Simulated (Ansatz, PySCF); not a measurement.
Ways to break one bond of CB(C)F [fluoro(dimethyl)borane]:

A. CB(C)F -> [CH2]B(C)F + H atom
B. CB(C)F -> C[B]F + [CH3] (CH3)
C. CB(C)F -> C[B]C + F atom

Quantity: bond dissociation energy (enthalpy at 298 K, with B3LYP-D3(BJ) rigid-rotor harmonic-oscillator terms), kcal/mol. Each molecule is optimised on its own at B3LYP-D3(BJ)/def2-TZVP (Ansatz, a first-principles code), one conformer each, not searched for the lowest. Frequencies are from Ansatz or PySCF. Valence correlation only, unless marked. Open shells are spin-unrestricted. Spin-orbit coupling is left out. No relativistic terms. CBS marks a two-point X^-3 extrapolation of the correlation energy; Hartree-Fock from the larger set. [CCSD(T)-MP2]/basis is that difference in the basis named.

|  | HF/def2-TZVPD (PySCF) | BLYP-D4/def2-TZVPD (Ansatz + dftd4) | B2PLYP/def2-TZVPD (Ansatz) | RI-MP2/CBS(cc-pVTZ,cc-pVQZ)+[CCSD(T)-MP2]/cc-pVTZ (Ansatz) |
|---|---|---|---|---|
| A | 70.1 | 94.0 | 94.8 | 98.0 |
| B | 76.9 | 99.8 | 102.1 | 106.2 |
| C | 128.7 | 167.4 | 168.0 | 171.6 |
